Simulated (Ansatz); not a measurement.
Input file for Ansatz (an electronic-structure program): U-PBE/def2-TZVPP on FISi (SMILES F[Si]I), a point of a bond scan (R = 1.449 Å). Elements past Kr take the def2 small-core potentials; no spin–orbit coupling.

Ansatz 0.2 input:
```yaml
crystal:
  periodic: [false, false, false]
  atoms:
    - {symbol: Si, position_ang: [0.72542197, 1.01948837, 1.18893518]}
    - {symbol: F, position_ang: [1.11737598, 2.04929595, 0.24805309]}
    - {symbol: I, position_ang: [-0.38875935, -0.63672280, -0.33842808]}
basis:
  gaussian:
    orbitals: def2-TZVPP
hamiltonian:
  xc: {name: PBE}
magnetization: {spin_polarized: true, initial_magnetization: 0}
```

Output:

```
WARN ansatz: RAYON_NUM_THREADS=1 ignored (pool sized by the plan → 1); use --threads N
Functional definition: PBE
integrals: 0.04 GiB planned
811 factors; their error is unknown
mean field: 0.39 GiB planned
mean field evaluation 1: about -18689.5194 eV, gradient 2.6e1 eV
mean field evaluation 2: about -18681.0011 eV, gradient 6.0e1 eV
mean field evaluation 4: about -18691.3552 eV, gradient 3.1e0 eV
mean field evaluation 8: about -18691.3870 eV, gradient 9.4e-2 eV
mean field evaluation 16: about -18691.3870 eV, gradient 2.0e-5 eV
mean field -18691.38699265 eV, -686.8958025027 hartree, gradient 2.0e-5 eV, S^2 0.000000; 0 other end points of the search recorded, 0 dependent functions left out
reference -18691.38702147 eV, -686.8958035618 hartree; 24, 24 occupied and 99, 99 virtual orbitals, 811 factors
Total energy: -18691.38702147 eV, -686.8958035618 hartree
```

The calculation finished and met its thresholds.

Cost: about 2.2 core-seconds (a rough figure).
